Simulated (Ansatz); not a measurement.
Consider the ligand exchange at a B–N bond: `BNC[TeH]` + `O=[C](O)[GeH3]` → `BO[C](=O)[GeH3]` + `NC[TeH]`.

Calculated with Ansatz (gas phase, PBE0-D4/def2-TZVP geometries, no zero-point term in ΔE). CBS: MP2 limit from def2 TZ/QZ plus the TZ coupled-cluster correction, frozen cores. DFT in def2-TZVPP. def2 core potentials past Kr. For Ge, Te outer-core shells are correlated without core-valence functions, which leaves a few kJ/mol of doubt a bond. Scalar relativity is left out up to krypton. Each species was taken in one conformer, which may not be the lowest.

`BNC[TeH]`:

Z-matrix (Å, degrees):
```
C
N 1 1.428
Te 1 2.173 2 114.4
H 1 1.092 2 112.5 3 117.8
H 1 1.087 2 109.7 3 -120.8
B 2 1.388 1 126.0 3 115.3
H 2 1.009 1 114.0 3 -61.9
H 3 1.657 1 92.5 2 -64.4
H 6 1.198 2 118.7 1 0.6
H 6 1.195 2 118.7 1 -179.6
```

`O=[C](O)[GeH3]`:

Cartesian coordinates in Å:
```
O 1.302 -0.721 1.218
C 0.264 -0.473 0.672
O -0.913 -0.982 1.075
Ge 0.056 0.718 -0.918
H -0.732 -1.547 1.845
H -0.529 -0.103 -2.073
H -0.897 1.863 -0.555
H 1.450 1.246 -1.264
```

`BO[C](=O)[GeH3]`:

Cartesian coordinates in Å:
```
B -0.069 1.679 1.443
O -0.486 0.597 0.719
C -0.002 0.318 -0.542
O 0.318 1.170 -1.307
Ge 0.009 -1.646 -0.901
H -0.655 1.873 2.464
H 0.853 2.334 1.065
H -1.431 -2.159 -0.790
H 0.891 -2.316 0.158
H 0.571 -1.849 -2.309
```

`NC[TeH]`:

```xyz
8

N     0.622    0.579    0.974
C    -0.368   -0.034    0.130
Te    0.097    0.482   -1.923
H     1.522    0.126    0.883
H     0.343    0.558    1.947
H    -1.347    0.384    0.355
H    -0.432   -1.127    0.162
H    -0.436   -0.968   -2.528
```

| level | ΔE (eV) |
| --- | --- |
| ωB97M-V | 0.56 |
| SCS-MP2/def2-TZVPP | 0.53 |
| CCSD(T)/def2-TZVPP | 0.55 |
| HF/CBS(def2) | 0.38 |

What does CCSD(T)/CBS give? (An estimate is asked.)

Ansatz gave: +0.54 eV. The listed levels differ from it by 0.02, -0.01, 0.01, -0.16 eV.

Largest T1 diagnostic among the species: 0.015.

From PBE to PBE0 (25 % exact exchange), in def2-TZVPP and without D4, ΔE moves by −0.04 eV. In def2-TZVPP, CCSD(T) changes the Hartree–Fock value by +0.16 eV (the triples alone add +0.03 eV) and MP2 by +0.19 eV.
